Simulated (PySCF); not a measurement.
**Radial density of O⁺ (oxygen, charge +1)**

UHF, [He] 2s2 2p3, high-spin 4S determinant. All numbers are calculated (PySCF 2.14, the spin-free X2C one-electron Hamiltonian (Gaussian nucleus), in aug-cc-pVDZ-DK).

| r (bohr) | 4πr²ρ (e/bohr) | 4πr²(ρα − ρβ) |
| --- | --- | --- |
| 0.00418 | 0.06732 | 0.0001 |
| 0.00704 | 0.1812 | 0.0003 |
| 0.0118 | 0.4664 | 0.0008 |
| 0.0199 | 1.151 | 0.0021 |
| 0.0335 | 2.606 | 0.0051 |
| 0.0563 | 5.121 | 0.0132 |
| 0.0947 | 7.890 | 0.0408 |
| 0.159 | 8.208 | 0.1691 |
| 0.268 | 4.872 | 0.6482 |
| 0.451 | 3.059 | 1.7167 |
| 0.758 | 4.458 | 2.6573 |
| 1.28 | 2.985 | 1.6831 |
| 2.15 | 0.5035 | 0.2763 |
| 3.61 | 0.01422 | 0.0108 |
| 6.07 | 7.710e-05 | 0.0001 |

Densities and radii are taken from the X2C orbitals without a picture-change correction, which distorts them close to the nucleus.
